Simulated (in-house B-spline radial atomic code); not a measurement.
Whole-atom quantities along the 49-electron series, configuration [Kr] 4d10 4f1 5s2. Breit and QED terms are first order and not part of the total energy; the density at the nucleus is averaged over the nuclear charge. Computed with a radial B-spline atomic code at the basis-set limit: Dirac-Hartree-Fock, average of the configuration, finite nuclei.

```csv
ion,Z,E/Z² (Eh),Σ<r²> (bohr²),n(0)/Z³ (bohr⁻³),Lamb diamagnetic shielding (ppm),repulsion over attraction,Breit energy (eV),self-energy (eV),vacuum polarisation (eV),Dirac less non-relativistic energy (Eh)
Nd11+,60,-2.6649,14.516,1.9833,6832.31,0.13655,222.83,174.67,-25.791,-341.53
Pm12+,61,-2.6828,13.528,2.0465,6988.81,0.1348,235.84,185.51,-27.785,-367.47
Sm13+,62,-2.7006,12.648,2.1055,7146.42,0.13306,249.38,196.87,-29.905,-394.92
```
